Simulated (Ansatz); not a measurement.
`C[CH2][Cd][Cl]` + `[OH][Zr]([OH])([OH])[Cl]` → `C[CH2][Cd][OH]` + `[OH][Zr]([OH])([Cl])[Cl]`  (redistribution)

Computed with Ansatz on PBE0-D4/def2-TZVP structures; ΔE is electronic, products minus reactants. CCSD(T)/CBS is the MP2 limit (def2-TZVPP, def2-QZVPP) plus CCSD(T) − MP2 in def2-TZVPP, frozen cores. DFT in def2-TZVPP. Elements past krypton have def2 core potentials. For Cd, Zr outer-core shells are correlated without core-valence functions, which leaves a few kJ/mol of doubt a bond. One conformer a species, not always the lowest.

```csv
level,ΔE (kJ/mol)
PBE0,85.2
RPA@PBE/def2-TZVPP,73.2
HF/def2-SVP,118.4
HF/def2-QZVPP,107.2
```

**Question.** What does CCSD(T)/CBS give? (An estimate is asked.)

**Answer.** The calculation gave: +83.5 kJ/mol. The listed levels differ from it by 1.7, -10.3, 34.9, 23.7 kJ/mol.

**Question.** What do rigid-rotor, harmonic-oscillator terms from PBE0-D4/def2-TZVP frequencies (298.15 K, 1 bar) make of the CCSD(T)/CBS value? (Estimate.)

**Answer.** The calculation gave: ΔZPE = +1.3 kJ/mol, ΔH = +84.1 kJ/mol, ΔS = 6 J/(mol·K), ΔG = +82.5 kJ/mol. Modes under 50 cm⁻¹ make the entropy rough.

Largest T1 diagnostic among the species: 0.016.

From BLYP to BHLYP (50 % exact exchange), in def2-TZVPP and without D4, ΔE moves by +19.2 kJ/mol. In def2-TZVPP, CCSD(T) changes the Hartree–Fock value by −28.3 kJ/mol (the triples alone add −5.5 kJ/mol) and MP2 by −30.8 kJ/mol. Leaving LDA and LC-ωPBE aside and taking each functional with its dispersion term where it has one, the values, not all of them listed here, spread over 20.3 kJ/mol, from revPBE-D4 to BHLYP-D4.
